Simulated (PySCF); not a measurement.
TDDFT excited states: C4H6GeN2S2

Species: Ge(NCS)2Me2, C4H6GeN2S2.
Cartesian coordinates in Å at the PBE0-D3(BJ)/def2-SVP level; atoms count from 1:
```xyz
15
C4H6GeN2S2 angstrom
Ge    -0.1314    0.0011   -0.0977
N     -0.0237    0.0240    1.7248
C     -0.0113   -0.0156    2.9171
S      0.0043   -0.0621    4.4946
N      1.6054   -0.0273   -0.6557
C      2.7480   -0.0215   -0.9989
S      4.2564   -0.0169   -1.4622
C     -0.9223    1.6618   -0.6771
H     -0.8534    1.7481   -1.7705
H     -0.3856    2.5031   -0.2176
H     -1.9789    1.7029   -0.3771
C     -0.9657   -1.6524   -0.6328
H     -1.9832   -1.7101   -0.2212
H     -0.3759   -2.4975   -0.2524
H     -1.0154   -1.7136   -1.7292
```

Computed with TDDFT PBE0/def2-SVPD, vertical, gas phase, core orbitals frozen in the response (PySCF). Relativistic effects, spin–orbit coupling among them, are left out although an element past zinc is present.

| state | E (eV) | λ (nm) | f | main configurations (H = HOMO, L = LUMO) |
| --- | --- | --- | --- | --- |
| S1 | 5.06 | 245.1 | 0.0000 | H-2→L (48%), H-1→L+2 (22%), H→L+1 (13%) |
| S2 | 5.06 | 244.8 | 0.0003 | H-1→L (51%), H-2→L+2 (23%) |
| S3 | 5.27 | 235.4 | 0.0086 | H→L (42%), H-2→L+1 (29%), H-3→L+2 (11%) |
| S4 | 5.29 | 234.6 | 0.0000 | H→L+1 (59%), H-3→L+3 (15%), H-2→L (14%) |
| S5 | 5.32 | 233.1 | 0.0015 | H-1→L+1 (35%), H-3→L (28%), H→L+2 (19%) |
| S6 | 5.38 | 230.6 | 0.0006 | H-3→L+1 (50%), H→L+3 (29%), H-1→L (9%) |
| S7 | 6.13 | 202.1 | 0.0005 | H-1→L+2 (62%), H-2→L (30%) |
| S8 | 6.15 | 201.6 | 0.0092 | H-2→L+2 (65%), H-1→L (23%) |
| S9 | 6.19 | 200.4 | 0.134 | H-3→L+2 (32%), H→L (30%), H-2→L+1 (15%) |
| S10 | 6.19 | 200.1 | 0.023 | H→L+2 (41%), H-3→L (39%) |
| S11 | 6.34 | 195.5 | 0.066 | H-1→L+1 (47%), H-2→L+3 (36%) |
| S12 | 6.35 | 195.2 | 0.076 | H-2→L+1 (31%), H-1→L+3 (31%), H→L+4 (16%) |
| S13 | 6.39 | 194.0 | 0.0063 | H→L+4 (39%), H→L+3 (24%), H-1→L+3 (15%) |
| S14 | 6.41 | 193.5 | 0.0005 | H-1→L+4 (71%), H→L+3 (10%) |

Triplets (Tamm–Dancoff): T1 4.45 eV, H→L (42%), H-3→L+2 (19%), H-2→L+1 (18%); T2 4.47 eV, H-3→L (30%), H-1→L+1 (24%), H→L+2 (23%); T3 4.71 eV, H-2→L (40%), H-1→L+2 (21%), H→L+1 (20%); T4 4.72 eV, H-1→L (35%), H-2→L+2 (20%), H-3→L+1 (12%).

The lowest singlet level (S1/S2) lies at 5.06 eV (245 nm, ultraviolet) and is dark (f under 0.0005). The strongest level in the table is S11/S12 at 6.34 eV (195 nm, f = 0.142 summed). S1/S2, S9/S10 and S11/S12 lie within about 0.01 eV of each other in each set. Löwdin shares by element: HOMO (one of a set within 0.03 eV) sulfur 58%, nitrogen 22% (atoms not listed hold the other 20%); LUMO carbon 30% or more, sulfur 30% (atoms not listed hold the other 40%). Of the 14 states listed, 4 reach f = 0.01 and 4 stay under 0.0005. The oscillator strengths of these states sum to 0.327; summed over the whole spectrum of an exact calculation they would give the number of electrons, 108 (Thomas–Reiche–Kuhn). The listed states span 1.35 eV, and the widest gap between neighbours is 0.76 eV (S6 to S7). Orbitals of the list HOMO-3 to LUMO+2 that lie within 0.01 eV of each other are written together with a slash and their weights summed (≥ marks a lower bound); for degenerate orbitals outside that list single weights are arbitrary. Only the lowest 15 singlets were computed, as vertical energies without vibronic structure. The highest level found (6.43 eV, f 0.0003 so far) is left out, since the window may have cut off a degenerate partner.
